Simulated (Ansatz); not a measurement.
Reaction (cleavage of the Ge–Si bond): `O[SiH2][GeH2][OH]` + `SS` → `[OH][GeH2][S]S` + silanol

Gas-phase electronic energies from Ansatz, PBE0-D4/def2-TZVP geometries. CBS: MP2 limit from def2 TZ/QZ plus the TZ coupled-cluster correction, frozen cores. This one scheme is used for every species. DFT in def2-TZVPP. B3LYP here is the variant with VWN-RPA as its local correlation; programs differ in this. For Ge outer-core shells are correlated without core-valence functions, which leaves a few kJ/mol of doubt a bond. Scalar relativity is left out up to krypton. Each species was taken in one conformer, which may not be the lowest.

| level | ΔE (kJ/mol) | difference from CCSD(T)/CBS |
| --- | --- | --- |
| PBE-D4 | -47.4 | 7.7 |
| r2SCAN-D4 | -54.0 | 1.1 |
| B97M-V | -53.4 | 1.7 |
| PBE0-D4 | -49.4 | 5.7 |
| B3LYP-D4 | -52.6 | 2.5 |
| CAM-B3LYP-D4 | -51.7 | 3.4 |
| B2PLYP | -54.8 | 0.3 |
| r2SCAN | -53.4 | 1.7 |
| r2SCANh | -53.5 | 1.6 |
| LC-ωPBE | -46.8 | 8.3 |
| MP2/def2-SVP | -67.2 | -12.1 |
| CCSD/def2-SVP | -58.5 | -3.4 |
| CCSD(T)/def2-SVP | -60.1 | -5.0 |
| MP2/def2-TZVPP | -64.5 | -9.4 |
| SCS-MP2/def2-TZVPP | -62.1 | -7.0 |
| HF/def2-QZVPP | -56.8 | -1.7 |
| CCSD(T)/CBS | -55.1 | 0 |

Largest T1 diagnostic among the species: 0.012.

At CCSD(T), def2-SVP lies −5.0 kJ/mol from the extrapolated value and def2-TZVPP −0.7 kJ/mol. From BLYP to BHLYP (50 % exact exchange), in def2-TZVPP and without D4, ΔE moves by −6.4 kJ/mol.
